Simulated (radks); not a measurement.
Results of a calculation; reference values are marked as such.
Spherical quantum dot in the effective-mass picture: electrons in a parabolic well V = omega^2 r^2 / 2 with omega = 0.482, with a point charge +1 (a donor) at the centre, all in effective atomic units (hartree* = m*/eps^2 hartree, bohr* = eps/m* bohr), one dielectric constant everywhere. Level of theory: non-relativistic Kohn-Sham, LDA (Slater exchange, Perdew-Wang correlation), spin-polarised, spherical densities (a radial shooting solver with Libxc functionals). Levels are named by radial order and angular momentum (1s, 1p, 1d, 2s, ...), and open shells are averaged over m.

N = 28, configuration 1s2 1p6 1d10 2s2 1f(up 7, down 1). This is the lowest configuration that the search found. Occupied and some empty levels:

level    occupation  eigenvalue (hartree*)  <r> (bohr*)
1s up             1                 7.7110        2.039
1s down           1                 7.7197        1.951
1p up             3                 7.9705        3.439
1p down           3                 7.9999        3.382
2s up             1                 8.0680        3.272
2s down           1                 8.0953        3.315
1d up             5                 8.1633        3.928
1d down           5                 8.1988        3.908
1f up             7                 8.3761        4.265
1f down           1                 8.4139        4.264
2p up             0                 8.4396        3.553
2p down           0                 8.4609        3.578
1g up             0                 8.6116        4.536
1g down           0                 8.6495        4.546
2d up             0                 8.7279        3.967
2d down           0                 8.7506        3.973

Energy (hartree*): total 137.020, kinetic 11.295, external 40.360, Hartree 93.972, exchange-correlation -8.6068.

Electron density:

r (bohr*)  n(r) (e/bohr*^3)
0.549                0.2303
1.14                0.08690
1.73                0.05028
2.32                0.05018
2.91                0.05854
3.50                0.06013
4.08                0.04888
4.67                0.02941
5.26                0.01236
5.85               0.003487
6.44              0.0006493
7.03             0.00007959
7.62              6.451e-06
